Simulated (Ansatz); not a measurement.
Ideal-gas functions of `F[SiH]1[O][SnH2]1` at 298.15 K and 1 bar, from an Ansatz frequency run at PBE0-D4/def2-TZVP.

Molar mass 184.82 g/mol, point group C1 (symmetry number 1), electronic degeneracy 1, moments of inertia 55.334, 319.827, 343.461 u Å². Harmonic wavenumbers (cm⁻¹, unscaled): 142, 258, 298, 359, 386, 465, 533, 685, 748, 835, 863, 1046, 1919, 1930, 2254.

Use S(trans) = R[1.5 ln M + 2.5 ln T − 1.1517]; rotational temperatures θ = 24.2544 K / I; S(rot) = R[ln(√π/σ · √(T³/θAθBθC)) + 1.5]; for each mode x = 1.438777 ν̃/T, S = R[x/(eˣ − 1) − ln(1 − e⁻ˣ)] and H = RT x/(eˣ − 1); 1 cm⁻¹ = 0.0119627 kJ/mol; R = 8.31446 J/(mol·K).

Question: By hand: the entropy, in J/(mol·K).

Answer: Translation 173.9. Rotation: θ = 0.4383, 0.0758, 0.0706 K, giving 113.5. Vibration, mode by mode: 11.62, 7.01, 5.98, 4.71, 4.25, 3.15, 2.43, 1.36, 1.06, 0.76, 0.68, 0.32, 0.01, 0.01, 0.00, in all 43.3. Electronic 0.0. Sum 330.7 J/(mol·K).

Question: By hand: H − E and G − E in kJ/mol, counted from the electronic energy.

Answer: Zero-point energy ½ × 12721 × 0.0119627 = 76.1; thermal vibration 8.0; translation, rotation and pV give 4 RT = 9.9. H − E = 94.0 kJ/mol, and G − E = 94.0 − 298.15 × 330.7/1000 = -4.6 kJ/mol.

Vibration gives 13 % of the entropy, 11.6 J/(mol·K) of it from the mode under 150 cm⁻¹: soft modes count most, and the harmonic formula is weakest for them. The sum counts one conformer and one mirror image; others add a mixing term.
